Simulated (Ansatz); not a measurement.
The pair A = HF (SMILES F) (first 2 atoms), B = HCl (SMILES Cl); geometry from B3LYP-D3(BJ)/def2-TZVP.
(charge 0, multiplicity 1):
```xyz
4

F     -0.0125    -0.0839    -0.1391
H      0.1544     0.1338     0.7509
Cl    -0.0257     0.4808     3.0074
H     -1.2403     0.0634     2.9886
```

Correlated levels freeze the cores.

Codes used: Ansatz (a first-principles code). Values without a source in brackets are computed.

The counterpoise-corrected interaction energy is E(AB) − E(A in the pair's basis) − E(B in the pair's basis). Total energies (hartree):

```csv
level,AB,A in the pair's basis,B in the pair's basis
HF/aug-cc-pV(T+d)Z,-560.1711213,-100.0602741,-460.1085337
CCSD(T)/aug-cc-pV(T+d)Z,-560.7004027,-100.3497263,-460.3462563
HF/aug-cc-pV(Q+d)Z,-560.1818539,-100.0676789,-460.1118478
CCSD(T)/aug-cc-pV(Q+d)Z,-560.7479854,-100.3773025,-460.3660223
```

### Question
Work out the counterpoise-corrected interaction energy at the basis-set limit: extrapolate the CCSD(T) correlation part as X⁻³, take Hartree–Fock from the larger set.

### Answer

1. Differences (1 hartree = 627.509 kcal/mol): HF/aug-cc-pV(T+d)Z -1.452; CCSD(T)/aug-cc-pV(T+d)Z -2.774; HF/aug-cc-pV(Q+d)Z -1.460; CCSD(T)/aug-cc-pV(Q+d)Z -2.925.
2. Correlation parts, CCSD(T) less HF: -1.322 in aug-cc-pV(T+d)Z (X = 3), -1.464 in aug-cc-pV(Q+d)Z (X = 4).
3. Limit (4³·(-1.464) − 3³·(-1.322))/(4³ − 3³) = -1.568; with HF/aug-cc-pV(Q+d)Z it gives -3.028.
Result: -3.03 kcal/mol, against -2.77 at CCSD(T)/aug-cc-pV(T+d)Z. It is an estimate of this method's limit, not of the exact value.
